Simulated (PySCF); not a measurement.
**Bi: ionisation energy**

Bi [Xe] 4f14 5d10 6s2 6p3 [6p1/2^2 6p3/2^1, M_J = 3/2] → Bi+ [Xe] 4f14 5d10 6s2 6p2 [6p1/2^2, M_J = 0], as a difference of total energies. Calculation: PySCF 2.14, in x2c-TZVPPall-2c; the two-component X2C-1e Hamiltonian. Correlated levels: [Kr] 4d10 4f14 frozen; the 24 highest virtual spinors dropped. "Screened" scales the spin-orbit matrix elements by Boettger's factors to mimic the two-electron term; Breit and QED terms are absent.

```csv
method,ionisation energy (eV)
GHF (spin-free),8.269
GMP2 (spin-free),8.698
GHF (screened spin-orbit),6.987
GMP2 (screened spin-orbit),7.299
```

Problem. How much does correlation contribute at GMP2 (screened spin-orbit)?

Solution. 7.299 − (6.987) = 0.312 eV, measured against GHF (screened spin-orbit).

The spin-free rows relax to the high-spin LS determinant and lack the spin-orbit shift.

Errors of the correlated levels include the incompleteness of this basis and the frozen core.

The labels give the starting determinants; with spin-orbit coupling the two ends relaxed to ⟨J²⟩ = 3.78, ⟨L²⟩ = 0.80, ⟨S²⟩ = 3.25 and ⟨J²⟩ = 0.00, ⟨L²⟩ = 1.52, ⟨S²⟩ = 1.52.

For comparison: 7.286 eV (measured; NIST Atomic Spectra Database, ionization energies).
